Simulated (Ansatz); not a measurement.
Cost and result for the atomization energy of `C[N]([SiH2]Cl)[GeH2][Cl]` (13 atoms, 12 bonds).

```xyz
13

C    -1.1793   -0.2131   -0.9509
N    -0.0395    0.0582   -0.0769
Si    1.4503    0.5428   -0.7494
Cl    2.4764   -1.0162   -1.6385
Ge   -0.2577   -0.3351    1.6950
Cl   -1.6948    1.0613    2.5026
H    -2.0947    0.2267   -0.5446
H    -1.3426   -1.2864   -1.0937
H    -1.0160    0.2317   -1.9363
H     2.3090    1.0596    0.3374
H     1.2167    1.5242   -1.8324
H    -0.8980   -1.7181    1.8630
H     1.0703   -0.1355    2.4247
```

Charge 0, multiplicity 1. Correlated methods include outer-core shells of Ge, which these sets cover unevenly. Scalar relativity is left out up to krypton. All single points use the PBE0-D4/def2-TZVP geometry. It is one conformer, not always the lowest. Program: Ansatz. All runs use 2 threads of an AMD EPYC 7R13 on a shared host and a share of an NVIDIA H100 80 GB. Times are those of one run each, without the atoms' runs, and a repeat can differ threefold. Electronic energies, without spin–orbit coupling; frozen cores. CCSD(T)/CBS adds CCSD(T) − MP2 in def2-TZVPP to the MP2 limit, and its time is that of the two runs behind it. T1 = 0.011. With those shells the extrapolation isn't a true limit. B3LYP takes the VWN-RPA correlation (the form of Gaussian; ORCA's B3LYP/G).

CCSD(T)/CBS is a level of theory with its own doubt, some kJ/mol a heavy atom from the limit and from the frozen cores, so smaller differences don't rank the functionals.

| level | functions | wall time | atomization (kJ/mol) | difference from CCSD(T)/CBS | per bond |
| --- | --- | --- | --- | --- | --- |
| PBE-D4/def2-TZVPP (with forces) | 334 | 2.3 s | 4305.0 | 17.2 | 1.4 |
| r2SCAN-D4/def2-TZVPP (with forces) | 334 | 2.4 s | 4277.0 | -10.8 | -0.9 |
| B2PLYP/def2-TZVPP | 334 | 2.5 s | 4208.7 | -79.1 | -6.6 |
| B3LYP-D4/def2-TZVPP (with forces) | 334 | 2.6 s | 4255.6 | -32.2 | -2.7 |
| ωB97X-V/def2-TZVPP | 334 | 2.9 s | 4309.7 | 21.9 | 1.8 |
| PBE0-D4/def2-TZVPP | 334 | 3.2 s | 4260.7 | -27.1 | -2.3 |
| ωB97M-V/def2-TZVPP (with forces) | 334 | 3.7 s | 4285.0 | -2.8 | -0.2 |
| MP2/def2-QZVPP | 623 | 5.5 s | 4292.3 | 4.5 | 0.4 |
| CCSD(T)/def2-TZVPP | 334 | 8 s | 4172.4 | -115.4 | -9.6 |
| CCSD(T)/CBS(def2) | – | 14 s | 4287.8 | 0.0 | 0.0 |

The D4 term adds +64.5 kJ/mol with B3LYP and +34.5 kJ/mol with PBE0; it sums over pairs of atoms, weighted by their polarisabilities, and B3LYP, whose exchange is more repulsive, gets the larger term. In def2-TZVPP, CCSD(T) changes the Hartree–Fock value by +1063.9 kJ/mol (the triples alone add +64.0 kJ/mol) and MP2 by +1115.5 kJ/mol; breaking electron pairs costs correlation energy, which Hartree–Fock lacks. From PBE to PBE0 (25 % exact exchange), in def2-TZVPP and without D4, the atomization energy moves by −38.8 kJ/mol: exact exchange takes away binding that semilocal exchange gives to molecules.
